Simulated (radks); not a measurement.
Q: Ba3+, 53 electrons, occupied as [Kr] 4d10 5s2 5p5. Calculated with a radial shooting solver on a logarithmic mesh with Libxc functionals: scalar-relativistic Kohn-Sham, Slater X-alpha with alpha = 0.725, spin-unpolarised, spherical densities, finite nucleus; Fermi nuclear charge, rms radius 4.8378 fm. Some entries of the table are withheld. Estimate them.

| orbital | occ. | eigenvalue (hartree) | r(max) (bohr) |
|---|---|---|---|
| 1s | 2 | -1370.256 | 0.01644 |
| 2s | 2 | (1) | 0.09291 |
| 2p | 6 | -195.4540 | 0.07458 |
| 3s | 2 | -46.73196 | 0.2664 |
| 3p | 6 | -39.60480 | 0.2604 |
| 3d | 10 | -29.21836 | 0.2146 |
| 4s | 2 | (2) | 0.6239 |
| 4p | 6 | -7.61080 | 0.6522 |
| 4d | 10 | -4.25459 | 0.6929 |
| 5s | 2 | -2.11901 | 1.450 |
| 5p | 5 | -1.53810 | (3) |

A: 
(1) 2s eigenvalue (hartree): -217.6504
(2) 4s eigenvalue (hartree): -9.91746
(3) 5p r(max) (bohr): 1.631
